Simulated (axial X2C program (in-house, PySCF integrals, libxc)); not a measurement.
NaAs⁺: cheaper levels and CCSD(T), with spin–orbit coupling

Computed with an in-house relativistic program for diatomic molecules. Two-component (2c) means X2C with spin–orbit coupling and atomic mean-field two-electron Coulomb and Gaunt terms. Basis: As dyall-cv3z [9s9p6d4f1g], Na dyall-cv3z [9s8p5d2f] (cores contracted in-house); Gaussian nuclei, density fitting, unrestricted open shells. Masses: As 74.922 u, Na 22.990 u.

State: Ω = 3/2 (⟨Sz⟩ = 1.50, ⟨Lz⟩ = 0.00 at HF); fragments As + Na+.

| level | Re (Å) | ωe (cm⁻¹) | De (eV) |
| --- | --- | --- | --- |
| PBE0 | 3.118 | 112.0 | 0.297 |
| HF | 3.209 | 102.8 | 0.228 |
| MP2 | 3.141 | 109.9 | 0.255 |
| CCSD | 3.143 | 110.0 | 0.260 |
| BP86 | 3.177 | 104.7 | 0.269 |

Correlated methods: 13 electrons correlated (number of frozen shells: As 3 s, 2 p, 1 d; Na 1 s), 255 virtual spin orbitals or spinors in MP2, 90 natural virtuals in coupled cluster.

CCSD(T), same Hamiltonian and basis:

Re = 3.138 Å, ωe = 110.9 cm⁻¹, De = 0.25 eV; T1 = 0.004 (Lee–Taylor normalisation).

**Question.** Give the differences from CCSD(T) in the columns below.

**Answer.** 

| level | ΔRe (Å) | Δωe (cm⁻¹) |
| --- | --- | --- |
| PBE0 | -0.020 | 1.1 |
| HF | 0.071 | -8.1 |
| MP2 | 0.003 | -1.0 |
| CCSD | 0.005 | -0.9 |
| BP86 | 0.039 | -6.2 |

The state is a single determinant with fixed occupations, the lowest that a limited PBE0 search found. Dissociation energies refer to the lowest single-determinant-based atoms at the same level and basis. Density functionals use the spin component along the axis (collinear). Coupled cluster ran in a truncated set of natural virtual spinors; the MP2 energy of the rest was added. (T) has no such correction and the atoms are truncated less, which lowers De at CCSD(T) by a hundredth of an eV or more. With several unpaired electrons one determinant need not be a pure state. This is the top spin component of a Σ state; components of lower Ω are not single determinants and can lie lower. The bond is weak, and without diffuse functions and with truncated virtuals even CCSD(T) can be tens of per cent off in De.
